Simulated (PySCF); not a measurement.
# Ionisation energy of Pt⁺ by level of theory

Pt⁺ [Xe] 4f14 5d9 (2D) → Pt²⁺ [Xe] 4f14 5d8 (3F), as a difference of total energies. Calculation: PySCF 2.14, in aug-cc-pwCVDZ-PP with ECP60MDF; a scalar-relativistic core potential. Correlated levels: valence and next inner shell: nothing frozen outside the core potential. The calculations carry no spin-orbit coupling.

```tsv
method	ionisation energy (eV)
UHF	16.862
MP2 (valence and next inner shell)	18.645
SCS-MP2 (valence and next inner shell)	18.439
CCSD (valence and next inner shell)	18.309
CCSD(T) (valence and next inner shell)	18.429
```

How much does correlation contribute at CCSD(T) (valence and next inner shell)?

18.429 − (16.862) = 1.567 eV, measured against UHF.

The reference lies between the lowest fine-structure levels, while these numbers refer to the centres of the terms.

Errors of the correlated levels include the incompleteness of this basis.

For comparison: 18.56 ± 0.12 eV (measured; NIST Atomic Spectra Database, ionization energies).
